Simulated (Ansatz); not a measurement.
Reaction (cleavage of the B–Si bond): `[SiH3]BCl` + CH₃OH → `COBCl` + SiH₄

Isolated molecules relaxed with PBE0-D4/def2-TZVP in Ansatz; ΔE leaves out vibrations. CCSD(T)/CBS adds triple-zeta CCSD(T) − MP2 to the extrapolated MP2 energy (def2 sets, frozen cores). This one scheme is used for every species. Each species was taken in one conformer, which may not be the lowest.

`[SiH3]BCl`:

Cartesian coordinates in Å:
```
Si 0.728 -0.048 -0.468
B -1.028 0.030 0.519
Cl -1.112 0.495 2.193
H 0.937 -1.436 -0.970
H 1.887 0.343 0.377
H 0.659 0.855 -1.652
H -2.071 -0.238 0.001
```

CH₃OH:

Z-matrix (Å, degrees):
```
C
O 1 1.409
H 1 1.097 2 112.4
H 1 1.090 2 107.0 3 -118.5
H 1 1.097 2 112.4 3 123.0
H 2 0.959 1 108.5 3 -61.6
```

`COBCl`:

```xyz
8

C    -0.836    0.595    0.467
O     0.359    0.514   -0.289
B     0.954   -0.654   -0.537
Cl    2.432   -0.649   -1.484
H    -1.609    1.055   -0.150
H    -1.169   -0.393    0.796
H    -0.655    1.227    1.338
H     0.522   -1.696   -0.142
```

SiH₄:

```xyz
5

Si    0.000    0.000    0.000
H    -1.449    0.313    0.080
H     0.671    0.440    1.249
H     0.597    0.710   -1.159
H     0.181   -1.464   -0.169
```

```tsv
species	CCSD/def2-TZVPP energy (Eh)
`[SiH3]BCl`	-775.95701
CH₃OH	-115.54074
`COBCl`	-600.13114
SiH₄	-291.43180
```

Question: Work out ΔE.

Answer: ΔE = (-600.13114) + (-291.43180) − (-775.95701) − (-115.54074) = -0.06519 Eh = -171.2 kJ/mol. CCSD(T)/CBS gives -167.4 kJ/mol.

Largest T1 diagnostic among the species: 0.014.

At CCSD(T), def2-SVP lies −23.9 kJ/mol from the extrapolated value and def2-TZVPP −3.6 kJ/mol. In def2-TZVPP, CCSD(T) changes the Hartree–Fock value by +10.2 kJ/mol (the triples alone add +0.2 kJ/mol) and MP2 by +4.0 kJ/mol. Leaving LDA and LC-ωPBE aside and taking each functional with its dispersion term where it has one, the values, not all of them listed here, spread over 20.6 kJ/mol, from CAM-B3LYP-D4 to revPBE-D4. LDA lies −12.3 kJ/mol from PBE without D4.
